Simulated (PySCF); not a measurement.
Species: C6H7FNS (doublet state).
SMILES with atom numbers: `[CH2:1]=[CH:2]/[N:3]=[C:4]1/[CH2:5][C@H:6]([F:7])[C:8]1[SH:9]` (hydrogens: H10, H11 on C1; H12 on C2; H13, H14 on C5; H15 on C6; H16 on S9)

Geometry (GFN2-xTB, Å), atoms numbered from 1 in this order:
```
atom  x, y, z in Å
C1     3.2030    1.0618    0.2665
C2     1.8679    0.9228    0.2671
N3     1.3044   -0.3004    0.3979
C4     0.0207   -0.4584    0.3205
C5    -0.7978   -1.7223    0.5046
C6    -2.0518   -0.8475    0.3015
F7    -2.8597   -1.2036   -0.7557
C8    -1.1257    0.3037    0.0522
S9    -1.4609    1.9199   -0.4438
H10    3.6671    2.0260    0.1690
H11    3.8384    0.1995    0.3597
H12    1.2254    1.8017    0.1721
H13   -0.7106   -2.2056    1.4744
H14   -0.6590   -2.4531   -0.2886
H15   -2.7145   -0.7482    1.1691
H16   -2.7546    1.7128   -0.7104
```

The hyperfine couplings belong to this conformer and change with its torsions.

The calculation used UKS B3LYP, pcH-1 on C F H N S, non-relativistic, mean-field spin-orbit, GIAO in PySCF 2.14.0. Isolated species at its GFN2-xTB geometry (one conformer only). Couplings are sensitive to structure, and on GFN2-xTB geometries they can be far from those on DFT ones. Stability of the SCF solution: not tested. ⟨S²⟩ is 0.783 where a pure state has 0.75.

Q: Match the computed a_iso(13C) values +53.9, -35.0, -30.6, +28.3, -15.4, +5.8 MHz with the sites C1; C2; C4; C5; C6; C8.

A: 
```
site  a_iso (MHz)  ρ(0) (bohr⁻³)                 position  distance from C8 (Å)  spin population  largest |T| (MHz)
  C1        +28.3        +0.0252         a main spin site                  4.40            +0.37               55.2
  C2        -30.6        -0.0272           1 bond from C1                  3.06            -0.16               20.9
  C4        -35.0        -0.0312           1 bond from N3                  1.40            -0.17               24.1
  C5         +5.8        +0.0052          2 bonds from C8                  2.10            +0.01                1.4
  C6        -15.4        -0.0137           1 bond from C8                  1.50            -0.02                2.8
  C8        +53.9        +0.0477  largest spin population                  0.00            +0.47               82.6
```

ρ(0) is the spin density at the nucleus and T the dipolar tensor; a_iso includes a spin–orbit part. Largest spin populations (Mulliken): C8 (+0.47), C1 (+0.37), N3 (+0.35) and C4 (-0.17). Main spin sites, with 60 % or more of the largest population: C1, N3, C8; positions count bonds from the nearest.

C8, the radical centre as drawn in `C=C/N=C1/C[C@H](F)[C]1S`, holds a spin population of +0.47 out of 1.
